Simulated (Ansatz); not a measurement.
B8P7H24, a nanocrystal cut from zinc blende BP (hydrogen-capped). Charge 0, multiplicity 2. Geometry r2SCAN-D4/def2-SVP, that of the charge -1 singlet; atoms count from 1.

```xyz
39

B    -1.0144   -3.2705   -1.4534
B     3.2840    1.7013   -0.3945
B     1.1971   -0.8652   -0.7985
B    -0.5225   -2.0922    1.5698
B     1.6087    0.3718    2.0948
B    -1.2142    0.8920    0.7416
B    -3.3835   -1.5438    0.0586
B     0.9155    3.4274    1.1193
P     0.0614   -1.7740   -2.0860
P    -1.8285   -2.7254    0.2464
P     2.1489    0.6415   -1.5715
P     2.2745    2.0191    1.2576
P    -2.7089    0.2453   -0.3172
P    -0.6210    2.6603    0.1984
P     0.2624   -0.4156    0.8853
H    -1.8380   -3.5551   -2.3087
H    -0.1943   -4.1500   -1.2327
H     3.5971    2.7318   -0.9695
H     4.2233    0.9593   -0.1451
H     2.0544   -1.6735   -0.4816
H     0.3753   -2.9148    1.6725
H    -1.1018   -1.8382    2.6152
H     2.5299   -0.4238    2.2030
H     1.0530    0.6527    3.1462
H    -1.6405    1.0181    1.8778
H    -4.1342   -1.8810   -0.8433
H    -3.9258   -1.4310    1.1485
H     1.3013    4.4051    0.4980
H     0.4929    3.6776    2.2389
H     0.8587   -2.1816   -3.1943
H    -0.7270   -0.8065   -2.7730
H    -2.3946   -3.9335    0.7392
H     2.9017    0.1837   -2.6912
H     1.2253    1.4534   -2.2909
H     3.2450    2.5868    2.1287
H    -2.4081    0.4201   -1.6987
H    -3.7707    1.1922   -0.2393
H    -0.4558    2.6795   -1.2164
H    -1.7266    3.5565    0.2663
```

Single mean-field runs in def2-TZVP are fitted with def2-universal-jkfit.

Question: Estimate the Mulliken populations of the heavy atoms from the PBE0/def2-TZVP orbitals of Ansatz.

Answer: 
| atom | charge (e) | spin (α − β) |
| --- | --- | --- |
| B1 | -0.29 | 0.01 |
| B2 | -0.29 | 0.01 |
| B3 | -0.13 | 0.00 |
| B4 | -0.22 | 0.14 |
| B5 | -0.22 | 0.14 |
| B6 | -0.13 | 0.00 |
| B7 | -0.29 | 0.01 |
| B8 | -0.29 | 0.01 |
| P9 | 0.02 | 0.03 |
| P10 | 0.11 | 0.13 |
| P11 | 0.02 | 0.03 |
| P12 | 0.11 | 0.13 |
| P13 | 0.02 | 0.03 |
| P14 | 0.02 | 0.03 |
| P15 | 0.10 | 0.17 |
Mulliken values depend strongly on the basis.

Question: Where does the spin sit?

Answer: Summed by element: B 0.32, P 0.53, H 0.15, of 1 unpaired in all. Largest on single atoms: P15 0.17, B4 0.14, B5 0.14.

Question: And the Mayer bond orders between heavy atoms (over 0.3)?

Answer: B1–P9 0.89 (1.95 Å); B1–P10 0.93 (1.96 Å); B2–P11 0.89 (1.95 Å); B2–P12 0.93 (1.96 Å); B3–P9 0.88 (1.94 Å); B3–P11 0.88 (1.94 Å); B3–P15 0.91 (1.98 Å); B4–P10 0.78 (1.96 Å); B4–P15 0.77 (1.97 Å); B5–P12 0.78 (1.96 Å); B5–P15 0.77 (1.97 Å); B6–P13 0.88 (1.94 Å); B6–P14 0.88 (1.94 Å); B6–P15 0.91 (1.98 Å); B7–P10 0.93 (1.96 Å); B7–P13 0.89 (1.95 Å); B8–P12 0.93 (1.96 Å); B8–P14 0.89 (1.95 Å).
